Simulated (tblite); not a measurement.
Species: C7H18AlN.
Numbering: `[CH3:1][CH2:2][C@@H:3]1[AlH2-:4][N+:5]([CH3:6])([CH3:7])[C@@H:8]1[CH3:9]` (hydrogens: H10, H11, H12 on C1; H13, H14 on C2; H15 on C3; H16, H17 on Al4; H18, H19, H20 on C6; H21, H22, H23 on C7; H24 on C8; H25, H26, H27 on C9)

Computed with GFN2-xTB (tblite), gas phase: L-BFGS steps from a force-field or distance-geometry start until the largest atomic force falls under 0.01 eV/Å.

The end geometry, which sets the zero of energy:
```
atom  x, y, z in Å
C1      3.1719    0.6596    0.0409
C2      1.8863    0.3743    0.8083
C3      1.0421   -0.6436    0.0287
Al4     0.3159   -0.4003   -1.8602
N5     -1.2515   -0.0951   -0.5313
C6     -2.5938   -0.6389   -0.6612
C7     -1.3022    1.3405   -0.3191
C8     -0.4322   -0.8188    0.4825
C9     -0.7479   -0.4799    1.9333
H10     3.7800    1.4050    0.5499
H11     2.9216    1.0255   -0.9567
H12     3.7590   -0.2497   -0.0693
H13     2.1359   -0.0040    1.8060
H14     1.3513    1.3163    0.9428
H15     1.5321   -1.6170    0.1936
H16     0.4185    0.8917   -2.7206
H17    -0.1202   -1.7294   -2.5587
H18    -3.1183   -0.1194   -1.4625
H19    -2.5276   -1.6934   -0.9265
H20    -3.1736   -0.5349    0.2622
H21    -1.8211    1.8003   -1.1612
H22    -1.8168    1.6121    0.6066
H23    -0.2838    1.7282   -0.3078
H24    -0.6863   -1.8734    0.3215
H25    -0.1828   -1.1496    2.5773
H26    -1.8062   -0.6199    2.1518
H27    -0.4701    0.5401    2.1828
```

Task: These geometries come from the run, each turned onto the end geometry. Order them by energy, lowest first.
A.
```
atom  x, y, z in Å
C1      3.1785    0.6719    0.0657
C2      1.8576    0.4364    0.7893
C3      1.0466   -0.6141    0.0184
Al4     0.3058   -0.4265   -1.8729
N5     -1.2502   -0.0892   -0.5369
C6     -2.6093   -0.5959   -0.6277
C7     -1.2587    1.3468   -0.3240
C8     -0.4250   -0.8278    0.4573
C9     -0.7615   -0.5648    1.9192
H10     3.7713    1.4451    0.5506
H11     2.9714    0.9782   -0.9607
H12     3.7662   -0.2429    0.0283
H13     2.0564    0.1089    1.8155
H14     1.3290    1.3896    0.8527
H15     1.5590   -1.5714    0.2066
H16     0.3758    0.8327   -2.7861
H17    -0.1168   -1.7947   -2.5048
H18    -3.1318   -0.0798   -1.4313
H19    -2.5872   -1.6588   -0.8643
H20    -3.1657   -0.4415    0.3022
H21    -1.8129    1.8218   -1.1342
H22    -1.7119    1.6216    0.6320
H23    -0.2317    1.7085   -0.3730
H24    -0.6552   -1.8808    0.2531
H25    -0.1866   -1.2511    2.5374
H26    -1.8177   -0.7447    2.1186
H27    -0.5154    0.4490    2.2221
```
B.
```
atom  x, y, z in Å
C1      3.1813    0.6715    0.0744
C2      1.8705    0.3978    0.8024
C3      1.0469   -0.6281    0.0118
Al4     0.3005   -0.4229   -1.8724
N5     -1.2537   -0.0886   -0.5372
C6     -2.6054   -0.6139   -0.6426
C7     -1.2862    1.3481   -0.3308
C8     -0.4262   -0.8223    0.4608
C9     -0.7380   -0.5214    1.9200
H10     3.7785    1.4136    0.6011
H11     2.9658    1.0375   -0.9306
H12     3.7649   -0.2424   -0.0161
H13     2.0867    0.0306    1.8120
H14     1.3344    1.3428    0.9090
H15     1.5472   -1.5961    0.1813
H16     0.3910    0.8415   -2.7717
H17    -0.1567   -1.7724   -2.5147
H18    -3.1248   -0.1107   -1.4575
H19    -2.5608   -1.6774   -0.8730
H20    -3.1780   -0.4684    0.2794
H21    -1.8477    1.8049   -1.1465
H22    -1.7507    1.6274    0.6186
H23    -0.2673    1.7324   -0.3746
H24    -0.6706   -1.8753    0.2737
H25    -0.1449   -1.1862    2.5438
H26    -1.7891   -0.6966    2.1458
H27    -0.4873    0.5011    2.1866
```
C.
```
atom  x, y, z in Å
C1      3.0842    0.6331   -0.1422
C2      1.8409    0.4117    0.7347
C3      1.0245   -0.7743    0.1875
Al4     0.4458   -0.4823   -1.7368
N5     -1.1771    0.0099   -0.4856
C6     -2.5016   -0.5125   -0.7891
C7     -1.2224    1.4393   -0.1752
C8     -0.4802   -0.8392    0.5257
C9     -0.8795   -0.6561    1.9832
H10     3.1317    1.6589   -0.5001
H11     3.0268   -0.0246   -1.0153
H12     4.0023    0.4072    0.3954
H13     2.1467    0.2382    1.7691
H14     1.2403    1.3193    0.7295
H15     1.4674   -1.6907    0.6022
H16     0.8071    0.8186   -2.5159
H17    -0.1199   -1.6817   -2.5524
H18    -2.9637    0.1047   -1.5565
H19    -2.3905   -1.5143   -1.2031
H20    -3.1481   -0.5491    0.0933
H21    -2.1891    1.8600   -0.4487
H22    -1.0549    1.6408    0.8811
H23    -0.4460    1.9471   -0.7523
H24    -0.7687   -1.8612    0.2453
H25    -0.2068   -1.2489    2.5965
H26    -1.8965   -0.9982    2.1618
H27    -0.7926    0.3709    2.3211
```
D.
```
atom  x, y, z in Å
C1      3.1848    0.7015    0.0807
C2      1.8473    0.4252    0.7708
C3      1.0597   -0.6540    0.0050
Al4     0.3121   -0.4723   -1.8913
N5     -1.2504   -0.0579   -0.5436
C6     -2.6175   -0.5557   -0.6073
C7     -1.2678    1.3780   -0.3056
C8     -0.4208   -0.8363    0.4215
C9     -0.7465   -0.6041    1.8889
H10     3.5605    1.6943    0.3102
H11     3.0599    0.6384   -0.9991
H12     3.9299   -0.0284    0.3844
H13     2.0411    0.0982    1.7983
H14     1.2851    1.3595    0.8344
H15     1.5604   -1.6110    0.2419
H16     0.4400    0.7965   -2.7707
H17    -0.1193   -1.8402   -2.5334
H18    -3.1550   -0.0347   -1.4006
H19    -2.6089   -1.6217   -0.8335
H20    -3.1558   -0.4042    0.3359
H21    -1.9437    1.8526   -1.0172
H22    -1.6103    1.6204    0.7002
H23    -0.2674    1.7709   -0.4675
H24    -0.6572   -1.8839    0.1760
H25    -0.3271   -1.4261    2.4634
H26    -1.8252   -0.6028    2.0361
H27    -0.3278    0.3238    2.2752
```
E.
```
atom  x, y, z in Å
C1      3.1474    0.7078    0.0352
C2      1.8236    0.4273    0.7514
C3      1.0384   -0.6844    0.0370
Al4     0.3140   -0.4388   -1.8524
N5     -1.2301   -0.0688   -0.5018
C6     -2.5823   -0.5630   -0.6919
C7     -1.1957    1.3646   -0.2443
C8     -0.4365   -0.8690    0.4746
C9     -0.7657   -0.6307    1.9441
H10     3.3320    1.7748   -0.0508
H11     3.1174    0.2851   -0.9696
H12     3.9723    0.2569    0.5759
H13     2.0171    0.1513    1.7917
H14     1.2378    1.3424    0.7788
H15     1.5598   -1.6237    0.2727
H16     0.5340    0.8208   -2.7415
H17    -0.3212   -1.7070   -2.5043
H18    -3.0405    0.0014   -1.4977
H19    -2.5403   -1.6076   -0.9932
H20    -3.2157   -0.4697    0.1916
H21    -2.0114    1.8446   -0.7771
H22    -1.2787    1.6242    0.8146
H23    -0.2613    1.7505   -0.6625
H24    -0.6865   -1.9113    0.2402
H25    -0.3680   -1.4448    2.5441
H26    -1.8416   -0.6030    2.0768
H27    -0.3382    0.2963    2.3114
```

Result: B (0.003 eV), A (0.010 eV), D (0.086 eV), E (0.182 eV), C (0.319 eV).

In the order of the answer:

```json
{"step": "98", "E above end (eV)": "0.003", "largest force (eV/Å)": "0.02", "rms force component (eV/Å)": "0.005", "rms distance from end (Å)": "0.050", "rms bond change (Å)": "0.001", "bond most changed (Å)": "Al4–N5 -0.001"}
{"step": "76", "E above end (eV)": "0.010", "largest force (eV/Å)": "0.04", "rms force component (eV/Å)": "0.016", "rms distance from end (Å)": "0.081", "rms bond change (Å)": "0.001", "bond most changed (Å)": "N5–C8 -0.003"}
{"step": "56", "E above end (eV)": "0.086", "largest force (eV/Å)": "0.18", "rms force component (eV/Å)": "0.061", "rms distance from end (Å)": "0.207", "rms bond change (Å)": "0.006", "bond most changed (Å)": "Al4–N5 +0.027"}
{"step": "37", "E above end (eV)": "0.182", "largest force (eV/Å)": "0.20", "rms force component (eV/Å)": "0.067", "rms distance from end (Å)": "0.341", "rms bond change (Å)": "0.003", "bond most changed (Å)": "Al4–N5 +0.007"}
{"step": "18", "E above end (eV)": "0.319", "largest force (eV/Å)": "0.17", "rms force component (eV/Å)": "0.043", "rms distance from end (Å)": "0.484", "rms bond change (Å)": "0.008", "bond most changed (Å)": "Al4–N5 +0.030"}
```

The cost below is that of the whole relaxation. On one thread, Arm Neoverse V1 (aarch64) (shared host), this took 1.6 s wall.
